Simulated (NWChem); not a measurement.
Correlation energy of BCl (+1)

```
Cl
B 1 1.6037
```
Charge +1, spin multiplicity 2.

Everything below was run with NWChem. All single points use one geometry, from UPBE0/def2-SVP, a minimum by its harmonic frequencies.

Basis set: def2-SVP. Each correlation energy counts from its own Hartree-Fock reference.

The correlated methods keep 6 core orbitals frozen. This spin state was chosen for the runs; another may lie lower. The structure started from a generated list of species. The unpaired electrons of the parent sit in orbitals of symmetry a1 (C2v labels of the run); other states weren't searched. No SCF solution was tested for a lower state. Open-shell Hartree-Fock references start from PBE0 orbitals. Coupled-cluster values serve here as a point of comparison, not as the truth.

Q: One of these methods gave a correlation energy of -199.5 mHa. Which?
(A) CCSD[T] on ROHF
(B) CCSD[T] on UHF
(C) SCS-UMP2
(D) UMP2

A: B, CCSD[T] on UHF. The others give -174.1 (UMP2), -167.9 (SCS-UMP2), -201.1 (CCSD[T] on ROHF).
